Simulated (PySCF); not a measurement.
**`C=CCC(=O)OCCC`, C7H12O2**

Geometry:
| atom | x (Å) | y (Å) | z (Å) |
| --- | --- | --- | --- |
| C1 | 3.891 | 0.670 | 0.368 |
| C2 | 3.122 | -0.373 | 0.615 |
| C3 | 2.075 | -0.886 | -0.329 |
| C4 | 0.716 | -0.676 | 0.312 |
| O5 | 0.276 | -1.325 | 1.224 |
| O6 | 0.088 | 0.358 | -0.251 |
| C7 | -1.202 | 0.700 | 0.256 |
| C8 | -2.298 | -0.139 | -0.398 |
| C9 | -3.679 | 0.316 | 0.051 |
| H10 | 4.627 | 1.013 | 1.074 |
| H11 | 3.821 | 1.221 | -0.556 |
| H12 | 3.195 | -0.911 | 1.550 |
| H13 | 2.215 | -1.957 | -0.486 |
| H14 | 2.112 | -0.353 | -1.278 |
| H15 | -1.331 | 1.759 | 0.023 |
| H16 | -1.211 | 0.553 | 1.341 |
| H17 | -2.208 | -0.051 | -1.483 |
| H18 | -2.145 | -1.186 | -0.127 |
| H19 | -4.446 | -0.296 | -0.416 |
| H20 | -3.850 | 1.354 | -0.226 |
| H21 | -3.776 | 0.227 | 1.131 |

Method: PySCF, GIAO B3LYP/pcSseg-1 magnetisability, rotational g tensor and spin-rotation constants, non-relativistic, gas phase. Geometry: GFN2-xTB.

Task: Give the nuclear spin-rotation constants along the inertial axes (H = +C I·J) beside the isotropic shieldings.

Result: Rotational constants 4.6654, 0.6764, 0.6397 GHz. A star marks the isotopologue with that one atom substituted, in its own axes.
| atom | isotope | Caa (kHz) | Cbb (kHz) | Ccc (kHz) | mean (kHz) | σ (ppm) |
| --- | --- | --- | --- | --- | --- | --- |
| H10 | 1H | -0.051 | -0.073 | -0.006 | -0.043 | 26.5 |
| H11 | 1H | -0.487 | 0.013 | -0.027 | -0.167 | 26.4 |
| H12 | 1H | -0.440 | 0.008 | -0.018 | -0.150 | 25.6 |
| H13 | 1H | -0.456 | -0.006 | -0.041 | -0.168 | 28.7 |
| H14 | 1H | -0.503 | -0.013 | -0.028 | -0.181 | 28.8 |
| H15 | 1H | -0.476 | 0.031 | -0.067 | -0.171 | 28.3 |
| H16 | 1H | -0.436 | -0.046 | 0.015 | -0.156 | 27.1 |
| H17 | 1H | -0.506 | -0.059 | 0.001 | -0.188 | 30.4 |
| H18 | 1H | -0.452 | 0.016 | -0.071 | -0.169 | 29.8 |
| H19 | 1H | -0.203 | -0.062 | -0.041 | -0.102 | 30.6 |
| H20 | 1H | -0.475 | 0.006 | -0.074 | -0.181 | 31.1 |
| H21 | 1H | -0.509 | -0.060 | -0.005 | -0.191 | 31.0 |
| C1 | 13C* | 1.299 | 0.207 | 0.217 | 0.574 | 58.0 |
| C2 | 13C* | 1.399 | 0.239 | 0.233 | 0.624 | 38.9 |
| C3 | 13C* | 0.860 | 0.140 | 0.125 | 0.375 | 133.2 |
| C4 | 13C* | 2.228 | 0.269 | 0.190 | 0.896 | 4.1 |
| O5 | 17O* | -1.974 | -0.391 | -0.127 | -0.830 | -91.2 |
| O6 | 17O* | -1.242 | -0.156 | -0.136 | -0.511 | 108.9 |
| C7 | 13C* | 0.860 | 0.181 | 0.151 | 0.397 | 110.7 |
| C8 | 13C* | 0.749 | 0.121 | 0.097 | 0.323 | 154.2 |
| C9 | 13C* | 0.633 | 0.095 | 0.090 | 0.273 | 170.0 |

For the geometry as given, no vibrational averaging.
